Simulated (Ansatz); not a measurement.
`NB(F)F` + `O[SiH3]` → `FB(F)O[SiH3]` + NH₃ at 500 K and 1 bar (ligand exchange at a B–N bond).

Gas-phase electronic energies from Ansatz, PBE0-D4/def2-TZVP geometries. CCSD(T)/CBS adds triple-zeta CCSD(T) − MP2 to the extrapolated MP2 energy (def2 sets, frozen cores). This one scheme is used for every species. One conformer a species, not always the lowest.

```
       species  CCSD(T)/CBS energy (Eh)  H − E (kJ/mol)  S (J/(mol·K))
      `NB(F)F`               -280.46129           125.6          310.3
     `O[SiH3]`               -366.69042           127.5          292.9
`FB(F)O[SiH3]`               -590.65048           145.7          396.2
           NH₃                -56.50880           108.2          211.8
```

H − E and S are ideal-gas, rigid-rotor, harmonic terms from PBE0-D4/def2-TZVP, for one conformer and one mirror image of each species. 1 Eh = 2625.50 kJ/mol, R = 8.31446 J/(mol·K).

Problem. By hand: ΔE, ΔH, ΔS and ΔG.

Solution. ΔE = (-590.65048) + (-56.50880) − (-280.46129) − (-366.69042) = -0.00757 Eh = -19.9 kJ/mol. Δ(H − E) = 145.7 + 108.2 − 125.6 − 127.5 = 0.8, so ΔH = -19.1 kJ/mol. ΔS = 396.2 + 211.8 − 310.3 − 292.9 = 4.8 J/(mol·K). ΔG = -19.1 − 500 × (4.8)/1000 = -21.5 kJ/mol.

Problem. By hand: the equilibrium constant, and the temperature at which ΔG would vanish if ΔH and ΔS stayed fixed.

Solution. log₁₀ K = −ΔG/(RT ln 10) = 2.2. ΔH and −TΔS have one sign here, so there is no such temperature.

The number of gas molecules stays the same, so ΔS is small and ΔH decides. A doubt of 5 kJ/mol in ΔE shifts log₁₀ K by 0.5 here. Other conformers and mirror images would add mixing entropy, several J/(mol·K) or more a flexible species. Modes under 60 cm⁻¹, often nearly free rotors, make the harmonic entropy too high. These are equilibria of isolated gas molecules and say nothing of rates. Largest T1 diagnostic: 0.012 (customary marks: 0.02 for closed shells, 0.045 for open ones).

ΔS is within the doubt of such terms, so its sign, and with it that verdict, could turn.
